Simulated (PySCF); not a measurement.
## From computed data to an observable: entropy of an ideal gas

HS2, SMILES [S]S (connectivity only; charge and spin as stated), charge -1, multiplicity 1.

Geometry: B3LYP-D3(BJ)/def2-TZVPD. The spin state was assumed, not searched. The isomer is the one that the SMILES or the coordinates give; other isomers of the formula were not compared.

B3LYP-D3(BJ)/def2-TZVPD run with PySCF gives the harmonic wavenumbers 462, 824, 2536 cm⁻¹ and the rotational temperatures 14.3243, 0.3333, 0.3257 K. The molar mass is 65.13 g/mol, the symmetry number 1, the spin multiplicity 1.

### Question
Work out the entropy at 298.15 K and 1 atm in the rigid-rotor, harmonic-oscillator model.

### Answer

Translation (Sackur–Tetrode at 1 atm): S = R[1.5 ln M + 2.5 ln T − 1.16487] = 160.8 J/(mol K).
Rotation: q = (√π/σ) T^1.5/√(θA θB θC) = 7320, S = R[ln q + 3/2] = 86.5 J/(mol K).
Vibration: with u = 1.4388 ν/T, each mode gives R[u/(e^u − 1) − ln(1 − e^−u)]:
```json
[
 {"ν (cm⁻¹)": "462", "modes": "1", "u": "2.23", "S (J/(mol K))": "3.18"},
 {"ν (cm⁻¹)": "824", "modes": "1", "u": "3.98", "S (J/(mol K))": "0.79"}
]
```
The stiffer modes add less than 0.005 each. Sum 4.0 J/(mol K).
Spin: R ln 1 = 0.0 J/(mol K).
Total 251.3 J/(mol K); the program's own thermochemistry gives 251.3. Translation makes up 64 % and vibration 2 %. Anharmonicity, hindered rotation and orbital degeneracy are left out.
